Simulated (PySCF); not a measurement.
Radial density of In³¹⁺ (indium, charge +31)

revPBE, [Ar], closed-shell 1S. All numbers are calculated (PySCF 2.14, the spin-free X2C one-electron Hamiltonian (Gaussian nucleus), in an even-tempered Gaussian basis (18 s from 4.7 bohr⁻², ratio 2.5; 12 p from 6.1 bohr⁻², ratio 2.5; 5 d from 29 bohr⁻², ratio 2.7; 4 f from 43 bohr⁻², ratio 2.7)).

| r (bohr) | 4πr²ρ (e/bohr) |
| --- | --- |
| 0.0264 | 61.10 |
| 0.0444 | 55.31 |
| 0.0747 | 74.66 |
| 0.126 | 56.08 |
| 0.211 | 28.54 |
| 0.355 | 26.40 |
| 0.598 | 1.698 |
| 1.01 | 0.003032 |

Densities and radii are taken from the X2C orbitals without a picture-change correction, which distorts them close to the nucleus.
